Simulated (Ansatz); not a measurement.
BH₇O₂Si₂, SMILES `BO[SiH](O)[SiH3]`, relaxed with RKS PBE0-D4/def2-TZVP in Ansatz 0.2.0 from a PBE-D4/def2-SVP geometry. The force threshold is 0.005 eV/Å; the program also tests the step.

Total charge 0; spin multiplicity 1.

Start:

```xyz
12

B    -0.941    0.406   -1.936
O     0.259    0.738   -1.399
Si    0.884    0.450    0.168
O     2.177   -0.606    0.056
Si   -0.691   -0.600    1.565
H    -1.145    0.688   -3.104
H    -1.789   -0.161   -1.254
H     1.333    1.809    0.634
H     2.979   -0.256   -0.372
H    -0.075   -0.775    2.929
H    -1.921    0.256    1.698
H    -1.070   -1.949    1.017
```

```tsv
step	energy (eV)	largest force (eV/Å)	largest move (Å)
1	-20633.2609	0.774	0.000
2	-20633.3199	0.509	0.033
3	-20633.3331	0.226	0.028
4 (rejected)	-20633.3301	0.514	0.056
5	-20633.3379	0.105	0.027
6	-20633.3385	0.062	0.054
7	-20633.3394	0.010	0.022
8	-20633.3396	0.009	0.012
9	-20633.3396	0.006	0.007
10	-20633.3396	0.006	0.004
11	-20633.3396	0.018	0.011
12	-20633.3396	0.012	0.003
13	-20633.3396	0.002	0.002
```

End:

```xyz
12

B    -0.924    0.404   -1.929
O     0.247    0.742   -1.358
Si    0.870    0.443    0.155
O     2.142   -0.583    0.029
Si   -0.686   -0.596    1.566
H    -1.114    0.720   -3.069
H    -1.754   -0.198   -1.295
H     1.321    1.775    0.639
H     2.942   -0.268   -0.395
H    -0.075   -0.741    2.915
H    -1.907    0.243    1.687
H    -1.062   -1.940    1.055
```

It took 37 s on 4 threads of an Arm Neoverse V2 on a shared host, with 0.58 GiB of host memory at the peak.
